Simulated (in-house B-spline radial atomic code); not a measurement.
Ionising the rubidium ion Rb⁵⁺ with different functionals

Computed with a radial B-spline atomic code at the basis-set limit: four-component Dirac-Coulomb Hamiltonian, Fermi nucleus of rms radius 4.2036 fm, spin-restricted, spherical fractional occupations for the functionals, and exact exchange of hybrids averaged over the configuration. The ionisation energy is the difference of two self-consistent energies, [Ar] 3d10 4s2 4p2 → [Ar] 3d10 4s2 4p1, without Breit or QED terms; ε is the level of the shell that loses the electron (mean over j). The electron is taken from both j subshells in proportion to 2j + 1, so the result is a j average, not the step between ground levels.

| method | rung | ΔSCF (eV) | -ε(4p) (eV) |
| --- | --- | --- | --- |
| BHandHLYP | global hybrid | ? | ? |
| B97-1 | global hybrid | 82.46 | 76.64 |
| HSE06 | range-separated hybrid | 82.58 | 76.63 |
| CAM-B3LYP | range-separated hybrid | ? | ? |

Problem. What does BHandHLYP give?

Solution. ΔSCF 82.59 eV, and -ε(4p) = 79.00 eV.

Problem. What does CAM-B3LYP give?

Solution. ΔSCF 82.74 eV, and -ε(4p) = 78.70 eV.

Problem. Among the functionals, which spreads more, the ΔSCF values or the orbital energies?

Solution. The orbital energies: ΔSCF values span about 0.28 eV and the orbital energies 2.38 eV; here energy differences depend much less on the functional than eigenvalues do.

Problem. How do they compare with the NIST value?

Solution. NIST lists 83 eV ± 2 (tabulated theory, ground level to ground level). Errors run from -0.44 to -0.16 eV; all lie within about twice that uncertainty, so the table can't rank the methods.
